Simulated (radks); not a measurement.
Hg LVIII, 23 electrons, occupied as [Ne] 3s2 3p5.75 3d5.25 (fractional occupations, a model configuration).

All-electron calculation, Dirac Kohn-Sham, exchange-only PBE, spin-unpolarised, spherical densities, point nucleus; open shells fill j = l - 1/2 first. Program: a radial shooting solver on a logarithmic mesh with Libxc functionals.

Energy parts (eV):
part                   energy
total              -451623.57
kinetic             532233.07
electron-nucleus  -1040318.07
Hartree              62712.46
exchange             -6251.04

Orbitals (lengths in bohr, moments of r in powers of bohr; <r^-3> diverges for s and p1/2):
orbital  occ.  eigenvalue (eV)  <r^-3>  <1/r>       <r^4>  small-component weight
1s1/2       2        -86903.12       -  97.69   3.987e-07                9.27e-02
2s1/2       2        -18464.17       -  24.17  0.00005633                2.15e-02
2p1/2       2        -17893.76       -  24.08  0.00003331                2.15e-02
2p3/2       4        -15925.67   21680  19.51  0.00005189                1.91e-02
3s1/2       2        -6882.646       -  9.296    0.001729                7.85e-03
3p1/2       2        -6648.268       -  9.204    0.001465                7.77e-03
3p3/2    3.75        -6164.131    5676  7.995    0.001970                7.13e-03
3d3/2       4        -5813.276    1008  7.868    0.001204                6.94e-03
3d5/2    1.25        -5705.015   833.7  7.594    0.001315                6.77e-03

The highest occupied level is 3d5/2 at -5705.0 eV. The density falls to 0.001 e/bohr^3 at r = 0.57 bohr. Summed over all electrons, <r^2> = 0.4469 bohr^2, which gives a Langevin (diamagnetic) susceptibility term of -0.354 x 10^-6 cm^3/mol.
